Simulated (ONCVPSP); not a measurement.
## Configuration tests for Ag (ONCV)

```
Element                 : silver
Generator               : ONCVPSP 4.0.1
Type                    : optimised norm-conserving Vanderbilt (ONCV)
Functional              : LDA (Perdew-Wang 92)
Relativity              : scalar-relativistic
Frozen core             : [Ar] 3d10
Valence charge          : 19
Reference configuration : 4s2 4p6 4d9 5s2
Partial waves           : 4s+5s: rc 1.30 bohr, ncon 4, nbas 7, qcut 9.9 1/bohr, 2 projectors; 4p: rc 1.25 bohr, ncon 4, nbas 8, qcut 10 1/bohr, 2 projectors, debl 3.8 Ha; 4d: rc 1.80 bohr, ncon 4, nbas 9, qcut 8.3 1/bohr, 2 projectors, debl 2.1 Ha
Local potential         : polynomial inside 0.80 bohr (lpopt 4, dvloc0 0 Ha)
Core correction         : none
```

Energies are relative to the spin-unpolarised reference configuration 4s2 4p6 4d9 5s2; without spin polarisation the order of configurations can differ from experiment.

```
valence configuration  charge  ΔE all-electron (eV)  error AE − PS (meV)
      4s2 4p6 4d9 5s0      +2                26.512                 -2.5
  4s2 4p6 4d9 5s1 5p1       0                 4.610                 -0.3
```

(1) What are ΔE and the potential's error for 4s2 4p6 4d10 5s0?

(2) What are ΔE and the potential's error for 4s2 4p6 4d10 5s1?

Levels in the configuration 4s2 4p6 4d9 5s1 5p1:

| level | all-electron (eV) | pseudo (eV) |
| --- | --- | --- |
| 4s | -100.984 | -100.989 |
| 4p | -64.425 | -64.429 |
| 4d | -12.654 | -12.655 |
| 5s | -7.029 | -7.028 |
| 5p | -2.260 | -2.260 |

## Answers

(1) ΔE = 4.126 eV all-electron; the error (AE − PS) is +9.1 meV.

(2) ΔE = -3.969 eV all-electron; the error (AE − PS) is +5.3 meV.
